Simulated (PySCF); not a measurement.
Species: Au(PF3)F (singlet state).
Cartesian coordinates in Å at the PBE0-D3(BJ)/def2-SVP level; atoms count from 1:
```
atom  x, y, z in Å
Au1    0.002    0.002   -1.484
P2    -0.001    0.001    0.667
F3     0.121    1.377    1.412
F4     1.130   -0.799    1.405
F5    -1.257   -0.580    1.408
F6     0.006   -0.001   -3.408
```

Computed, not measured: TDDFT CAM-B3LYP/def2-SVPD, vertical, gas phase, core orbitals frozen in the response, def2 core potentials past Kr (PySCF 2.14.0, density-fitted response routines). Spin–orbit coupling is left out.

Frontier orbitals with the atoms that hold most of them (Löwdin shares over 4%, at most four atoms):

| orbital | ε (eV) | atoms |
| --- | --- | --- |
| HOMO-3 | -11.93 | Au1 99% |
| HOMO-2 | -10.80 | F6 68%, Au1 27% |
| HOMO-1 | -10.80 | F6 68%, Au1 27% |
| HOMO | -10.52 | Au1 68%, F6 22%, P2 7% |
| LUMO | -0.83 | Au1 42%, P2 28%, F5 9%, F3 9% |
| LUMO+1 | -0.82 | Au1 42%, P2 27%, F4 9%, F3 8% |
| LUMO+2 | 0.29 | Au1 49%, P2 13%, F6 12%, F3 9% |

Within 0.005 eV of a neighbour in this list lie HOMO-2/HOMO-1 (point group found: C3v); within a degenerate set the shares of single atoms can hang on how the components are chosen.

Task: How does S1 compare with the orbital gap of 9.69 eV?

Result: S1 is at 6.03 eV (f = 0.077), 3.65 eV below the gap, made of HOMO→LUMO/LUMO+1 (≥94%). Without the coupling terms of the response equations the lowest excitation would equal the gap.

For S1 the Löwdin share of gold is 68% in HOMO and 42% in LUMO.

Next come S2 at 6.05 eV (f 0.077), HOMO→LUMO/LUMO+1 (≥94%); S3 at 6.33 eV (f 0.0000), HOMO-2/HOMO-1→LUMO/LUMO+1 (≥91%); S4 at 6.42 eV (f 0.0000), HOMO-2/HOMO-1→LUMO/LUMO+1 (≥93%); S5 at 6.42 eV (f 0.0000), HOMO-2/HOMO-1→LUMO/LUMO+1 (≥93%).

Orbitals of the list HOMO-3 to LUMO+2 that lie within 0.01 eV of each other are written together with a slash and their weights summed (≥ marks a lower bound); for degenerate orbitals outside that list single weights are arbitrary.

Löwdin shares depend on the basis, the more so with diffuse functions.

Hardware: one thread, x86-64 server, shared host. Cost: 1.7 min wall.
